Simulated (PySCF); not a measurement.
## Electron correlation in C (carbon, neutral)

[He] 2s1 2p2 3s1, high-spin 5P determinant (an excited configuration). Computed with PySCF 2.14 in x2c-QZVPPall with one added diffuse shell each of s, p, d, f type (8s5p4d3f1g, 73 functions), with scalar relativity by spin-free X2C-1e. Frozen: nothing; 6 electrons correlated.

| level | correlation energy (mhartree) |
| --- | --- |
| CCSD | -44.11 |
| (T) | -0.28 |
| CCSD(T) | -44.39 |

Diagnostics: T1 = 0.0055, D1 = 0.0174, largest double amplitude 0.030.

The outer electron is Rydberg-like, and this basis confines it to a smaller radius and binds it less than a complete one would.

Cost of the coupled-cluster step: about 15 core-seconds, for 6 correlated electrons.

Iterations:

```
CC2 = 0
CCSD nocc = (np.int64(5), np.int64(1)), nmo = (73, 73)
frozen orbitals [[], []]
max_cycle = 100
direct = 0
conv_tol = 1e-08
conv_tol_normt = 1e-06
diis_space = 8
diis_start_cycle = 0
Init t2, MP2 energy = -0.0370304130771664
Init E_corr(UCCSD) = -0.0370304130774324
cycle = 1  E_corr(UCCSD) = -0.0421359601082264  dE = -0.00510554703  norm(t1,t2) = 0.0235554
cycle = 2  E_corr(UCCSD) = -0.0433501508855234  dE = -0.00121419078  norm(t1,t2) = 0.0106489
cycle = 3  E_corr(UCCSD) = -0.044090923361522  dE = -0.000740772476  norm(t1,t2) = 0.00609624
cycle = 4  E_corr(UCCSD) = -0.0440268467570005  dE = 6.40766045e-05  norm(t1,t2) = 0.00287563
cycle = 5  E_corr(UCCSD) = -0.0441121789192924  dE = -8.53321623e-05  norm(t1,t2) = 0.00143517
cycle = 6  E_corr(UCCSD) = -0.0441023546751778  dE = 9.82424411e-06  norm(t1,t2) = 0.000255332
cycle = 7  E_corr(UCCSD) = -0.0441067597280037  dE = -4.40505283e-06  norm(t1,t2) = 5.93459e-05
cycle = 8  E_corr(UCCSD) = -0.04410647928153  dE = 2.80446474e-07  norm(t1,t2) = 3.26688e-05
cycle = 9  E_corr(UCCSD) = -0.0441057757892462  dE = 7.03492284e-07  norm(t1,t2) = 2.90388e-05
cycle = 10  E_corr(UCCSD) = -0.0441059343795536  dE = -1.58590307e-07  norm(t1,t2) = 2.46112e-06
cycle = 11  E_corr(UCCSD) = -0.0441059561116292  dE = -2.17320757e-08  norm(t1,t2) = 6.62497e-07
cycle = 12  E_corr(UCCSD) = -0.0441059513877441  dE = 4.72388514e-09  norm(t1,t2) = 2.05849e-07
UCCSD converged
E(UCCSD) = -37.34755011179534  E_corr = -0.04410595138774408
UCCSD(T) correction = -0.000275206646552357
```

This basis was not built for core-valence correlation, so the inner-shell part is incomplete.
